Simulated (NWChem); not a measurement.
System: DMAc (C4H9NO); SMILES CN(C(=O)C)C

The following NWChem deck was run.

```
start job
memory heap 200 mb stack 900 mb global 1100 mb
geometry units angstroms noautoz
  C     -1.119230    -1.502905    -0.107331
  N      0.018502    -0.599047    -0.033648
  C      1.321658    -1.236986    -0.017544
  C     -0.208129     0.759509     0.013800
  C      1.008650     1.676694     0.090289
  O     -1.341646     1.228677    -0.004019
  H     -1.128985    -2.182539     0.755735
  H     -2.029985    -0.905772    -0.112316
  H     -1.071668    -2.109889    -1.021768
  H      2.122609    -0.501342     0.039155
  H      1.471199    -1.837374    -0.926379
  H      1.413180    -1.910758     0.846425
  H      0.635708     2.700920     0.119404
  H      1.607546     1.492809     0.989611
  H      1.665144     1.564041    -0.780113
end
basis spherical
  * library def2-svp
end
dft
  xc pw6b95
  iterations 150
  mulliken
end
task dft energy
```

Output (shortened):

```
             Northwest Computational Chemistry Package (NWChem) 7.3.0
             --------------------------------------------------------

 CS  symmetry detected

                             Geometry "geometry" -> ""
                             -------------------------

 Output coordinates in angstroms (scale by  1.889725989 to convert to a.u.)

  No.       Tag          Charge          X              Y              Z
 ---- ---------------- ---------- -------------- -------------- --------------
    1 C                    6.0000    -1.13375030    -1.49928596     0.00000000
    2 N                    7.0000     0.01170489    -0.60220462     0.00000000
    3 C                    6.0000     1.31046512    -1.24924624     0.00000000
    4 C                    6.0000    -0.20430995     0.75890701     0.00000000
    5 C                    6.0000     1.02032771     1.66879307     0.00000000
    6 O                    8.0000    -1.33469204     1.23591145     0.00000000
    7 H                    1.0000    -1.11992981    -2.14323664     0.88995500
    8 H                    1.0000    -2.04023276    -0.89566625     0.00000000
    9 H                    1.0000    -1.11992981    -2.14323664    -0.88995500
   10 H                    1.0000     2.11766454    -0.51826231     0.00000000
   11 H                    1.0000     1.42600441    -1.88764452    -0.88763483
   12 H                    1.0000     1.42600441    -1.88764452     0.88763483
   13 H                    1.0000     0.65528411     2.69627320     0.00000000
   14 H                    1.0000     1.64717075     1.51627555     0.88604661
   15 H                    1.0000     1.64717075     1.51627555    -0.88604661

 Effective nuclear repulsion energy (a.u.)     249.8653058033

      Symmetry information
      --------------------

 Group name             Cs
 Group number              2
 Group order               2
 No. of unique centers    12

                                 NWChem DFT Module
                                 -----------------

 Summary of "ao basis" -> "ao basis" (spherical)
 ------------------------------------------------------------------------------
       Tag                 Description            Shells   Functions and Types
 ---------------- ------------------------------  ------  ---------------------
 C                          def2-svp                 6       14   3s2p1d
 N                          def2-svp                 6       14   3s2p1d
 O                          def2-svp                 6       14   3s2p1d
 H                          def2-svp                 3        5   2s1p

      Symmetry analysis of basis
      --------------------------

        a'         87
        a"         42

            General Information
            -------------------
          SCF calculation type: DFT
          Wavefunction type:  closed shell.
          No. of atoms     :    15
          No. of electrons :    48
           Alpha electrons :    24
            Beta electrons :    24
          Charge           :     0
          Spin multiplicity:     1
          Use of symmetry is: on ; symmetry adaption is: on
          Maximum number of iterations: 150
          AO basis - number of functions:   129
                     number of shells:    63
          Convergence on energy requested:  1.00D-06
          Convergence on density requested:  1.00D-05
          Convergence on gradient requested:  5.00D-04

              XC Information
              --------------
                       PW6B95 Method XC Functional
                     Hartree-Fock (Exact) Exchange  0.280
                    PW6B95 GGA Exchange Functional  0.720
                      PW6B95 Correlation Potential  1.000

             Grid Information
             ----------------
          Grid used for XC integration:  medium
          Radial quadrature: Mura-Knowles
          Angular quadrature: Lebedev.
          Tag              B.-S. Rad. Rad. Pts. Rad. Cut. Ang. Pts.
          ---              ---------- --------- --------- ---------
          C                   0.70       49          11.0       434
          N                   0.65       49          10.0       434
          O                   0.60       49          11.0       434
          H                   0.35       45          12.0       434
          Grid pruning is: on
          Number of quadrature shells:   564
          Spatial weights used:  Erf1

      Superposition of Atomic Density Guess
      -------------------------------------

 Sum of atomic energies:        -283.92808865

      Non-variational initial energy
      ------------------------------

 Total energy =    -287.744625
 1-e energy   =    -878.656475
 2-e energy   =     341.046545
 HOMO         =      -0.281206
 LUMO         =       0.045732

      Symmetry analysis of molecular orbitals - initial
      -------------------------------------------------

  Numbering of irreducible representations:

     1 a'          2 a"

  Orbital symmetries:

     1 a'          2 a'          3 a'          4 a'          5 a'
     6 a'          7 a'          8 a'          9 a'         10 a'
    11 a'         12 a'         13 a'         14 a"         15 a'
    16 a"         17 a'         18 a'         19 a"         20 a'
    21 a"         22 a'         23 a'         24 a"         25 a"
    26 a'         27 a'         28 a'         29 a'         30 a'
    31 a"         32 a"         33 a'         34 a'

     ---------------------------------------------
      Total Density - Mulliken Population Analysis
     ---------------------------------------------

    Atom       Charge   Shell Charges
 -----------   ------   -------------------------------------------------------
    1 C    6     6.03   1.99  0.94  0.18  1.96  0.92  0.04
    2 N    7     7.42   1.99  1.00  0.46  2.36  1.58  0.03
    3 C    6     6.00   1.99  0.94  0.17  1.95  0.92  0.04
    4 C    6     5.32   1.99  0.91  0.17  1.55  0.60  0.10
    5 C    6     6.28   1.99  0.96  0.16  2.08  1.07  0.02
    6 O    8     8.82   1.99  1.13  0.68  3.11  1.88  0.01
    7 H    1     0.92   0.68  0.21  0.02
    8 H    1     0.91   0.68  0.20  0.03
    9 H    1     0.92   0.68  0.21  0.02
   10 H    1     0.91   0.68  0.21  0.03
   11 H    1     0.92   0.68  0.21  0.02
   12 H    1     0.92   0.68  0.21  0.02
   13 H    1     0.90   0.67  0.20  0.03
   14 H    1     0.87   0.66  0.19  0.03
   15 H    1     0.87   0.66  0.19  0.03

   convergence    iter        energy       DeltaE   RMS-Dens  Diis-err
 ---------------- ----- ----------------- --------- --------- ---------
 d= 0,ls=0.0,diis     1   -287.8292460622 -5.38D+02  2.00D-02  1.01D+00
 d= 0,ls=0.0,diis     2   -287.5206145787  3.09D-01  1.43D-02  4.37D+00
 d= 0,ls=0.0,diis     3   -287.9575743967 -4.37D-01  1.37D-03  3.61D-02
 d= 0,ls=0.0,diis     4   -287.9596656874 -2.09D-03  5.94D-04  1.58D-02
 d= 0,ls=0.0,diis     5   -287.9612668600 -1.60D-03  1.40D-04  5.71D-04
  Resetting Diis
 d= 0,ls=0.0,diis     6   -287.9613240855 -5.72D-05  4.35D-05  4.62D-05
 d= 0,ls=0.0,diis     7   -287.9613297489 -5.66D-06  2.79D-05  1.94D-06
 d= 0,ls=0.0,diis     8   -287.9613294646  2.84D-07  1.39D-05  5.02D-06
 d= 0,ls=0.0,diis     9   -287.9613299737 -5.09D-07  2.51D-06  1.94D-07

         Total DFT energy =     -287.961329973717
      One electron energy =     -884.206432854346
           Coulomb energy =      387.293191280519
    Exchange-Corr. energy =      -40.913394203169
 Nuclear repulsion energy =      249.865305803279

 Numeric. integr. density =       48.000012360081

                  Occupations of the irreducible representations
                  ----------------------------------------------

                     irrep           alpha         beta
                     --------     --------     --------
                     a'               19.0         19.0
                     a"                5.0          5.0

                       DFT Final Molecular Orbital Analysis
                       ------------------------------------

 Vector   22  Occ=2.000000D+00  E=-3.675988D-01  Symmetry=a"
              MO Center= -2.6D-01,  7.9D-01,  1.8D-15, r^2= 3.3D+00
   Bfn.  Coefficient  Atom+Function         Bfn.  Coefficient  Atom+Function
  ----- ------------  ---------------      ----- ------------  ---------------
    76      0.381120   6 O  pz               48      0.299781   4 C  pz
    79      0.244243   6 O  pz               62     -0.219104   5 C  pz
    51      0.183610   4 C  pz              120     -0.183712  14 H  s
   125      0.183712  15 H  s                20     -0.140609   2 N  pz
     6     -0.133615   1 C  pz               85     -0.113921   7 H  s

 Vector   23  Occ=2.000000D+00  E=-2.623257D-01  Symmetry=a'
              MO Center= -9.1D-01,  1.1D+00, -1.9D-16, r^2= 1.8D+00
   Bfn.  Coefficient  Atom+Function         Bfn.  Coefficient  Atom+Function
  ----- ------------  ---------------      ----- ------------  ---------------
    75      0.528153   6 O  py               78      0.370283   6 O  py
    17      0.303073   2 N  s                59     -0.289652   5 C  s
    74      0.256377   6 O  px               60      0.199948   5 C  px
    50      0.196181   4 C  py               77      0.165084   6 O  px
    63      0.161151   5 C  px               19     -0.153752   2 N  py

 Vector   24  Occ=2.000000D+00  E=-2.522842D-01  Symmetry=a"
              MO Center= -3.2D-01, -3.3D-01,  5.4D-16, r^2= 2.8D+00
   Bfn.  Coefficient  Atom+Function         Bfn.  Coefficient  Atom+Function
  ----- ------------  ---------------      ----- ------------  ---------------
    20      0.484691   2 N  pz               23     -0.416542   2 N  pz
    76      0.344986   6 O  pz               79      0.267247   6 O  pz
   105     -0.140888  11 H  s               110      0.140888  12 H  s
    85      0.131294   7 H  s                95     -0.131294   9 H  s
   106     -0.121938  11 H  s               111      0.121938  12 H  s

 Vector   25  Occ=0.000000D+00  E= 3.820876D-02  Symmetry=a"
              MO Center= -1.4D-01,  6.3D-01,  3.7D-15, r^2= 3.2D+00
   Bfn.  Coefficient  Atom+Function         Bfn.  Coefficient  Atom+Function
  ----- ------------  ---------------      ----- ------------  ---------------
    48      0.522037   4 C  pz               51      0.499797   4 C  pz
   121     -0.427336  14 H  s               126      0.427336  15 H  s
    79     -0.387924   6 O  pz               76     -0.357348   6 O  pz
    86      0.266199   7 H  s                96     -0.266199   9 H  s
    65      0.256956   5 C  pz              106     -0.236604  11 H  s

 Vector   26  Occ=0.000000D+00  E= 5.778616D-02  Symmetry=a'
              MO Center=  1.1D+00, -9.5D-01,  1.9D-15, r^2= 7.7D+00
   Bfn.  Coefficient  Atom+Function         Bfn.  Coefficient  Atom+Function
  ----- ------------  ---------------      ----- ------------  ---------------
    31      1.727137   3 C  s                59      1.513983   5 C  s
     3      1.031564   1 C  s               106     -0.892099  11 H  s
   111     -0.892099  12 H  s               101     -0.703599  10 H  s
   121     -0.661952  14 H  s               126     -0.661952  15 H  s
    86     -0.601654   7 H  s                96     -0.601654   9 H  s

 Vector   27  Occ=0.000000D+00  E= 8.972246D-02  Symmetry=a'
              MO Center=  8.3D-01, -1.9D-01, -3.3D-16, r^2= 9.2D+00
   Bfn.  Coefficient  Atom+Function         Bfn.  Coefficient  Atom+Function
  ----- ------------  ---------------      ----- ------------  ---------------
    59      2.100747   5 C  s                 3     -1.289241   1 C  s
   121     -0.909503  14 H  s               126     -0.909503  15 H  s
    86      0.836291   7 H  s                96      0.836291   9 H  s
   116     -0.633563  13 H  s               101     -0.629092  10 H  s
    45     -0.500403   4 C  s                36      0.495769   3 C  py

     ---------------------------------------------
      Total Density - Mulliken Population Analysis
     ---------------------------------------------

    Atom       Charge   Shell Charges
 -----------   ------   -------------------------------------------------------
    1 C    6     5.88   1.99  0.90  0.10  2.11  0.75  0.04
    2 N    7     7.37   1.99  0.99  0.46  2.49  1.42  0.03
    3 C    6     5.87   1.99  0.90  0.09  2.11  0.75  0.04
    4 C    6     5.88   1.99  0.94  0.15  1.99  0.71  0.12
    5 C    6     6.01   1.99  0.90  0.09  2.14  0.87  0.02
    6 O    8     8.29   1.99  1.10  0.67  2.84  1.67  0.02
    7 H    1     0.98   0.75  0.20  0.02
    8 H    1     0.94   0.73  0.18  0.02
    9 H    1     0.98   0.75  0.20  0.02
   10 H    1     0.97   0.75  0.20  0.02
   11 H    1     0.97   0.75  0.20  0.02
   12 H    1     0.97   0.75  0.20  0.02
   13 H    1     0.96   0.74  0.19  0.02
   14 H    1     0.96   0.74  0.19  0.02
   15 H    1     0.96   0.74  0.19  0.02

     -------------------------------------------
      Total Density - Lowdin Population Analysis
     -------------------------------------------

    Atom       Charge   Shell Charges
 -----------   ------   -------------------------------------------------------
    1 C    6     5.97   1.96  0.57  0.30  1.88  1.16  0.10
    2 N    7     7.08   1.97  0.73  0.38  2.35  1.59  0.06
    3 C    6     5.97   1.96  0.57  0.30  1.88  1.16  0.10
    4 C    6     5.92   1.96  0.60  0.28  1.81  1.01  0.26
    5 C    6     6.08   1.96  0.58  0.30  1.92  1.25  0.07
    6 O    8     8.24   1.97  0.93  0.65  2.71  1.94  0.03
    7 H    1     0.98   0.65  0.27  0.06
    8 H    1     0.97   0.63  0.26  0.07
    9 H    1     0.98   0.65  0.27  0.06
   10 H    1     0.97   0.65  0.26  0.07
   11 H    1     0.98   0.65  0.27  0.06
   12 H    1     0.98   0.65  0.27  0.06
   13 H    1     0.96   0.63  0.26  0.07
   14 H    1     0.96   0.63  0.26  0.07
   15 H    1     0.96   0.63  0.26  0.07

     Multipole analysis of the density
     ---------------------------------

     L   x y z        total         alpha         beta         nuclear
     -   - - -        -----         -----         ----         -------
     0   0 0 0     -0.000000    -24.000000    -24.000000     48.000000

     1   1 0 0      1.180002      0.590001      0.590001     -0.000000
     1   0 1 0     -0.871310     -0.435655     -0.435655     -0.000000
     1   0 0 1     -0.000000     -0.000000     -0.000000      0.000000

     2   2 0 0    -28.673382   -121.189284   -121.189284    213.705187
     2   1 1 0      3.129021     -4.372868     -4.372868     11.874757
     2   1 0 1     -0.000000     -0.000000     -0.000000      0.000000
     2   0 2 0    -27.310147   -169.043320   -169.043320    310.776494
     2   0 1 1     -0.000000     -0.000000     -0.000000      0.000000
     2   0 0 2    -27.569476    -22.230284    -22.230284     16.891092
```

Level: PW6B95/def2-SVP. Structure relaxed at the B3LYP/6-31G* (spherical d) level.
